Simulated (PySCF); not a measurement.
Compound: C₆H₁₃FOSi₂.
Atom-mapped SMILES: `[CH2:1]=[CH:2][CH2:3][C@@H:4]1[CH2:5][C@H:6]([Si@@H:7]([F:8])[SiH3:9])[O:10]1`

Structure used (GFN2-xTB), in Å, numbered top down from 1:
```xyz
23
C6H13FOSi2 angstrom
C      2.7720    0.7987   -1.8029
C      2.5177    0.8950   -0.5116
C      1.1453    0.9842    0.0718
C      0.8515   -0.2319    0.9505
C      0.6205   -1.5435    0.1971
C     -0.8257   -1.4234    0.6909
Si    -2.1836   -0.9227   -0.5530
F     -3.3286   -2.0726   -0.4479
Si    -2.9410    1.1377    0.1514
O     -0.4839   -0.2377    1.4608
H      1.9830    0.7975   -2.5373
H      3.7764    0.7279   -2.1835
H      3.3281    0.8951    0.2058
H      1.0560    1.8805    0.6914
H      0.3953    1.0375   -0.7204
H      1.5782   -0.2867    1.7707
H      1.1700   -2.3970    0.5871
H      0.7622   -1.4826   -0.8797
H     -1.1304   -2.2281    1.3674
H     -1.6920   -1.1772   -1.9107
H     -4.2291    1.4634   -0.4788
H     -2.0148    2.2009   -0.2528
H     -3.1319    1.2119    1.5992
```

Definitions: NICS(0) = −σiso at the ring centroid; NICS(1) = −σiso and NICS(1)zz = −σzz at ±1 Å along the ring normal z. Level: GIAO PBE0/pcSseg-1 (PySCF, non-relativistic, gas phase) on the GFN2-xTB geometry, one conformer.

Ring bond lengths (Å), with Mayer bond orders in brackets: C4–C5 1.530 (1.02), C5–C6 1.533 (1.03), C6–O10 1.454 (0.88), O10–C4 1.430 (0.91).

Problem. Give the NICS values of each ring in ppm.

Solution. 
```csv
ring,type,NICS(0),"NICS(1), two faces","NICS(1)zz, two faces",rms pucker (Å),"centre to ring atoms, mean (Å)"
C4–C5–C6–O10,4-membered ring with O; formal bonds all single,-0.5,2.1 / 0.2,3.9 / 4.9,0.03,1.05
```

Problem. What can be read from them?

Solution. 
- C4–C5–C6–O10: mean NICS(1)zz 4.4 ppm, deshielded. C4, C5, C6 have four or more neighbours; no verdict on aromaticity is drawn.

The run took 73 s of wall time on one thread of an Arm Neoverse V1, shared host with 32 logical CPUs at a one-minute load of 26, and the process peaked at 1.1 GiB of memory. This is the whole shielding run at PBE0/pcSseg-1, SCF included.
